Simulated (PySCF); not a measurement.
C₄H₇Cl, SMILES C1[C@@H](C)[C@@H]1Cl.

The structure is a stationary point at B3LYP-D3(BJ)/def2-SVP.

These are PySCF with TDDFT-CAM-B3LYP/def2-SVPD values and carry that method's errors.

Vertical excitations. Gas-phase values at a fixed geometry.

Computed excitation energies, oscillator strengths and character:
```
state  energy (eV)  λ (nm)      f                                                                    main pairs
-----  -----------  ------  -----  ----------------------------------------------------------------------------
S1            6.79     183  0.001                                              HOMO→LUMO+1 46 %, HOMO→LUMO 38 %
S2            7.25     171  0.006                                          HOMO−1→LUMO+1 44 %, HOMO−1→LUMO 38 %
S3            7.77     160  0.020                            HOMO→LUMO+1 44 %, HOMO→LUMO 36 %, HOMO→LUMO+4 10 %
S4            8.06     154  0.025                                                              HOMO→LUMO+2 74 %
S5            8.12     153  0.004                         HOMO−1→LUMO 37 %, HOMO−1→LUMO+1 36 %, HOMO→LUMO+2 9 %
S6            8.33     149  0.020                      HOMO−1→LUMO+2 59 %, HOMO−2→LUMO 12 %, HOMO−2→LUMO+1 11 %
S7            8.48     146  0.042                                            HOMO→LUMO+3 58 %, HOMO→LUMO+4 10 %
S8            8.50     146  0.012                                            HOMO→LUMO+4 59 %, HOMO→LUMO+3 20 %
S9            8.75     142  0.025                                                            HOMO−1→LUMO+4 66 %
S10           8.79     141  0.022  HOMO−1→LUMO+3 37 %, HOMO−1→LUMO+2 20 %, HOMO−2→LUMO+1 13 %, HOMO−2→LUMO 11 %
T1            6.16     201      0                                              HOMO→LUMO+1 45 %, HOMO→LUMO 32 %
T2            6.66     186      0                       HOMO−1→LUMO+1 38 %, HOMO−1→LUMO 29 %, HOMO−2→LUMO+1 6 %
T3            7.65     162      0                            HOMO→LUMO+1 41 %, HOMO→LUMO 34 %, HOMO→LUMO+4 13 %
T4            7.87     158      0      HOMO→LUMO+2 43 %, HOMO−2→LUMO 13 %, HOMO−1→LUMO 10 %, HOMO−2→LUMO+1 10 %
```
Triplets are in the Tamm–Dancoff approximation, which puts them higher than full response would, so one can lie above its singlet here.
